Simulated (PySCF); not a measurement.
In(Et)2 (C4H10In), SMILES C[CH2][In+][CH2]C, charge +1.

Geometry optimised at PBE0-D3(BJ)/def2-SVP. The spin state was assumed, not searched. The isomer is the one that the SMILES or the coordinates give; other isomers of the formula were not compared. The def2 effective core potentials stand for the cores of In; spin–orbit coupling is left out. The values are those of a single conformer.

Method: CAM-B3LYP/def2-TZVP run with PySCF.

Symmetry labels are those of the subgroup C2 that the program uses (full group C2).

Computed valence orbital energies around the gap with their symmetry:
```json
[
 {"orbital": "HOMO−7", "symmetry": "A", "energy (eV)": "-18.12"},
 {"orbital": "HOMO−6", "symmetry": "B", "energy (eV)": "-17.49"},
 {"orbital": "HOMO−5", "symmetry": "A", "energy (eV)": "-16.66"},
 {"orbital": "HOMO−4", "symmetry": "B", "energy (eV)": "-16.59"},
 {"orbital": "HOMO−3", "symmetry": "A", "energy (eV)": "-15.70"},
 {"orbital": "HOMO−2", "symmetry": "B", "energy (eV)": "-15.64"},
 {"orbital": "HOMO−1", "symmetry": "A", "energy (eV)": "-15.56"},
 {"orbital": "HOMO", "symmetry": "B", "energy (eV)": "-13.24"},
 {"orbital": "LUMO", "symmetry": "B", "energy (eV)": "-5.50"},
 {"orbital": "LUMO+1", "symmetry": "A", "energy (eV)": "-5.42"},
 {"orbital": "LUMO+2", "symmetry": "A", "energy (eV)": "-4.81"},
 {"orbital": "LUMO+3", "symmetry": "B", "energy (eV)": "-2.24"}
]
```
